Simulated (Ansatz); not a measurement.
Al2S3 (the lowest singlet isomer of a short search) was relaxed with PBE-D4 (def2-SVP) in Ansatz in these states: neutral quintet, neutral singlet, neutral triplet. The geometries follow in no particular order.

A:

```xyz
5

Al    0.012    1.590    1.268
Al   -0.157    0.010   -0.758
S     1.697    0.128    0.659
S    -1.276   -0.330    1.265
S    -0.277   -1.399   -2.433
```

B:

```tsv
atom	x (Å)	y (Å)	z (Å)
Al1	-0.659	1.492	0.074
Al2	0.240	-1.580	-0.337
S3	0.070	3.144	0.980
S4	-1.447	-0.302	-0.907
S5	1.796	-2.755	0.190
```

C:

```xyz
5

Al   -1.086    0.691    0.056
Al    1.070   -0.683   -0.221
S    -2.818    1.788   -0.425
S     0.165   -0.089    1.722
S     2.668   -1.708   -1.132
```

Judge from the bond lengths which geometry belongs to which state (an estimate).

A is the neutral quintet (Al1–S3 2.313 Å, Al2–S5 2.192 Å, Al2–S4 2.337 Å); B is the neutral singlet (Al1–S3 2.020 Å, Al2–S5 2.020 Å, Al2–S4 2.192 Å); C is the neutral triplet (Al1–S3 2.106 Å, Al2–S5 2.106 Å, Al2–S4 2.225 Å).

At PBE-D4/def2-SVP the gap within one spin of the charge 0 triplet nearly closes, so an electron or hole may be smeared out by delocalisation error. At PBE0-D4/def2-TZVP a singlet lies 2.52 eV below the neutral quintet. At PBE0-D4/def2-TZVP a singlet lies 1.43 eV below the neutral triplet. These are the stationary points nearest to one start from a short search; other shapes may lie lower in each state.
